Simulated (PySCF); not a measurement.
## Ionisation energy of As by level of theory

As [Ar] 3d10 4s2 4p3 (4S) → As+ [Ar] 3d10 4s2 4p2 (3P), as a difference of total energies. All numbers are calculated (PySCF 2.14, no relativity, point nucleus, in def2-TZVP (6s5p4d1f, 48 functions)). Correlated levels: valence: [Ar] 3d10 frozen. The calculations carry no spin-orbit coupling.

```json
{"method": "UHF", "ionisation energy (eV)": "9.450", "difference from reference (eV)": "-0.558"}
{"method": "BP86", "ionisation energy (eV)": "9.996", "difference from reference (eV)": "-0.012"}
{"method": "M06-2X", "ionisation energy (eV)": "9.778", "difference from reference (eV)": "-0.230"}
{"method": "MP2 (valence)", "ionisation energy (eV)": "9.925", "difference from reference (eV)": "-0.083"}
{"method": "SCS-MP2 (valence)", "ionisation energy (eV)": "9.780", "difference from reference (eV)": "-0.228"}
{"method": "CCSD (valence)", "ionisation energy (eV)": "9.888", "difference from reference (eV)": "-0.120"}
{"method": "CCSD(T) (valence)", "ionisation energy (eV)": "9.920", "difference from reference (eV)": "-0.088"}
```

Reference: 10.008 eV (measured; NIST levels, between the centres of gravity of the two terms).

These non-relativistic numbers lack the scalar-relativistic shift.

Errors of the correlated levels include the incompleteness of this basis and the frozen core.
